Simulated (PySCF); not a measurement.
H2O, charge +1, doublet, geometry from GFN2-xTB (a state made from the parent by changing its charge; the spin is typed, not shown lowest); DF-PBE0/def2-SVPD (PySCF).

The PySCF input:
```python
from pyscf import gto, scf, dft

mol = gto.Mole()
mol.atom = '''
    O     0.00838048    0.00164066    0.09925610
    H    -0.05320696    0.86638286   -0.40979171
    H    -0.01383690   -0.87950812   -0.38425707
'''
mol.basis = 'def2-svpd'
mol.charge = 1
mol.spin = 1
mol.verbose = 4
mol.build()

mf = dft.UKS(mol)
mf.xc = 'pbe0'
mf = mf.density_fit(auxbasis='def2-universal-jkfit')
mf.kernel()
```

Problem. Write the output that PySCF gives for this input, abridged.

Solution. 
```
PySCF version 2.14.0

[INPUT] verbose = 4
[INPUT] num. atoms = 3
[INPUT] num. electrons = 9
[INPUT] charge = 1
[INPUT] spin (= nelec alpha-beta = 2S) = 1
[INPUT] symmetry False subgroup None
[INPUT] Mole.unit = angstrom
[INPUT] Symbol           X                Y                Z      unit          X                Y                Z       unit  Magmom
[INPUT]  1 O      0.008380480000   0.001640660000   0.099256100000 AA    0.015836811992   0.003100398064   0.187566845192 Bohr   0.0
[INPUT]  2 H     -0.053206960000   0.866382860000  -0.409791710000 AA   -0.100546582321   1.637226324417  -0.774394100017 Bohr   0.0
[INPUT]  3 H     -0.013836900000  -0.879508120000  -0.384257070000 AA   -0.026147951413  -1.662029471131  -0.726140623728 Bohr   0.0

nuclear repulsion = 8.7248799919794
number of shells = 17
number of NR pGTOs = 53
number of NR cGTOs = 39
basis = def2-svpd
ecp = {}

******** <class 'pyscf.df.df_jk.DFUKS'> ********
method = DFUKS
initial guess = minao
damping factor = 0
level_shift factor = 0
DIIS = <class 'pyscf.scf.diis.CDIIS'>
diis_start_cycle = 1
diis_space = 8
diis_damp = 0
SCF conv_tol = 1e-09
SCF conv_tol_grad = None
SCF max_cycles = 50
direct_scf = False
number electrons alpha = 5  beta = 4
XC library pyscf.dft.libxc version 7.1.2
    S. Lehtola, C. Steigemann, M. J. T. Oliveira, and M. A. L. Marques,  SoftwareX 7, 1–5 (2018)
XC functionals = pbe0
    C. Adamo and V. Barone,  J. Chem. Phys. 110, 6158 (1999)
    M. Ernzerhof and G. E. Scuseria,  J. Chem. Phys. 110, 5029 (1999)
radial grids:
    Treutler-Ahlrichs [JCP 102, 346 (1995); DOI:10.1063/1.469408] (M4) radial grids

becke partition: Becke, JCP 88, 2547 (1988); DOI:10.1063/1.454033
pruning grids: <function nwchem_prune>
grids dens level: 3
symmetrized grids: False
atomic radii adjust function: <function treutler_atomic_radii_adjust>
small_rho_cutoff = 0
Set gradient conv threshold to 3.16228e-05
tot grids = 33704
******** <class 'pyscf.df.df.DF'> ********
auxbasis = def2-universal-jkfit
init E= -76.1465777118388

cycle= 1 E= -75.8104667960243  delta_E= 0.336  |g|= 0.196  |ddm|=    1
cycle= 2 E= -75.8263235327608  delta_E= -0.0159  |g|= 0.121  |ddm|= 0.218
cycle= 3 E= -75.8312191102514  delta_E= -0.0049  |g|= 0.0371  |ddm|= 0.0975
cycle= 4 E= -75.8317641546092  delta_E= -0.000545  |g|= 0.00592  |ddm|= 0.0264
cycle= 5 E= -75.8317838356546  delta_E= -1.97e-05  |g|= 0.00124  |ddm|= 0.00531
cycle= 6 E= -75.831785707876  delta_E= -1.87e-06  |g|= 0.000226  |ddm|= 0.00211
cycle= 7 E= -75.8317857857124  delta_E= -7.78e-08  |g|= 2.42e-05  |ddm|= 0.000503
cycle= 8 E= -75.8317857863192  delta_E= -6.07e-10  |g|= 2.28e-06  |ddm|= 4.55e-05
Extra cycle  E= -75.8317857863224  delta_E= -3.11e-12  |g|= 1.51e-06  |ddm|= 3.24e-06
converged SCF energy = -75.8317857863224  <S^2> = 0.75300585  2S+1 = 2.0030036
```
